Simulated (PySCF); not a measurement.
## P⁺ (phosphorus, charge +1): UHF calculation

Configuration: [Ne] 3s1 3p2 4s1, high-spin 5P determinant (an excited configuration). Calculation: PySCF 2.14, in aug-cc-pVQZ-DK (7s6p4d3f2g, 84 functions); the spin-free X2C one-electron Hamiltonian (Gaussian nucleus).

- Total energy: -340.589820 hartree
- One-electron energy: -463.0702 hartree
- Hartree (Coulomb) energy: 144.8513 hartree
- Exchange energy: -22.3709 hartree
- ⟨S²⟩: 6.0000
- ⟨L²⟩: 2.352
- Sum of ⟨r⟩: 14.51 bohr
- Sum of ⟨r²⟩: 39.67 bohr²
- Traceless quadrupole moment −½Σ⟨3z² − r²⟩ along its main axis: -1.82 e·bohr²
- Langevin diamagnetic susceptibility: -31.4 ×10⁻⁶ cm³/mol

```csv
shell,electrons,mean orbital energy (eV),spread (eV),"rms radius, mean of both spins (bohr)"
1s α,1,-2201.2,0,0.120
1s β,1,-2200.1,0,0.120
2s α,1,-224.14,0,0.560
2s β,1,-222.38,0,0.560
2p α,3,-165.77,0.471,0.538
2p β,3,-164.27,0.717,0.538
3s α,1,-37.569,0,1.86
3p α,2,-25.327,0,2.12
4s α,1,-8.892,0,4.99
```

The outer electron is Rydberg-like, and this basis confines it to a smaller radius and binds it less than a complete one would.

Densities and radii are taken from the X2C orbitals without a picture-change correction, which distorts them close to the nucleus.

Spin-orbit constants ζ (cm⁻¹) from the X2C one-electron operator on these orbitals: bare nucleus, nucleus screened by l(l+1)(2l+1)/3 electrons, and screened by the Breit-Pauli mean field of the electrons.

| shell | bare | screened nucleus | mean field |
| --- | --- | --- | --- |
| 2p | 5472 | 4742 | 4413 |
| 3p | 427.2 | 370.2 | 340.6 |

To first order the Landé constant is A = 85.16 cm⁻¹, so the lowest level has J = 1 and lies 0.0317 eV below the centre of the term. This holds in LS coupling only.
